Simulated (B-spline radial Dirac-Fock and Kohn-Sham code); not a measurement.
## Photoabsorption cross section of Rh³⁺ by shell

System: rhodium as Rh³⁺ in the configuration [Kr] 4d6.

Input file task.json (cfg lists n, l and occupation; rrms is the nuclear radius in fm):

```json
{"items": [{
  "Z": 45,
  "q": 3,
  "cfg": [[1, 0, 2], [2, 0, 2], [2, 1, 6], [3, 0, 2], [3, 1, 6], [3, 2, 10], [4, 0, 2], [4, 1, 6], [4, 2, 6]],
  "A": 103,
  "rrms": 4.4945,
  "do": ["binding", "quiet", "photo"],
  "hv": [58.3, 66.1, 81.1, 164.0, 252.0, 387.0, 421.0, 429.0, 624.0, 925.0, 1220.0, 1330.0, 4640.0, 4890.0, 5680.0, 6760.0, 8650.0, 19100.0, 19200.0, 24000.0, 28200.0, 41100.0, 50400.0, 90300.0]
}]}
```

Command: `python xray_run.py task.json out`

The computed values come from a radial atomic solver: Dirac-Hartree-Slater photoionisation with all multipoles and Dirac-Fock thresholds.

Computed thresholds (eV): K 23268.9, L1 3468.0, L2 3197.4, L3 3054.9, M1 679.9, M2 573.6, M3 548.5, M4 361.2, M5 356.5, N1 134.7, N2 99.86, N3 95.85, N4 45.63, N5 45.14.

```
photon energy (eV)  total (b)  K (%)  L (%)  M (%)  N (%)
              58.3  6.898e+06      –      –      –  100.0
              66.1  3.210e+06      –      –      –  100.0
              81.1     750000      –      –      –  100.0
               164  1.026e+06      –      –      –  100.0
               252     845700      –      –      –  100.0
               387  4.561e+06      –      –   88.5   11.5
               421  4.250e+06      –      –   89.1   10.9
               429  4.176e+06      –      –   89.2   10.8
               624  2.696e+06      –      –   90.9    9.1
               925  1.264e+06      –      –   90.8    9.2
              1220     678500      –      –   90.2    9.8
              1330     555300      –      –   90.0   10.0
              4640     137000      –   82.1   15.6    2.3
              4890     119600      –   82.2   15.5    2.3
              5680      80870      –   82.3   15.4    2.3
              6760      50970      –   82.3   15.3    2.4
              8650      26250      –   82.4   15.2    2.4
             19100       2920      –   82.2   15.1    2.6
             19200       2877      –   82.2   15.1    2.6
             24000      10030   84.8   12.5    2.3    0.4
             28200       6569   85.3   12.1    2.2    0.4
             41100       2376   86.2   11.3    2.1    0.4
             50400       1349   86.6   11.0    2.0    0.4
             90300      255.6   87.2   10.5    2.0    0.4
```

Q: With what power of the photon energy does the total fall between 50400 and 90300 eV?

A: As E^-2.85. The non-relativistic Born limit for an s electron far above threshold is E^-3.5; near threshold and at relativistic energies the fall is slower.

Run: 5.1 s of CPU time on 1 thread of Neoverse-N1 (shared host), peak memory 0.47 GiB.
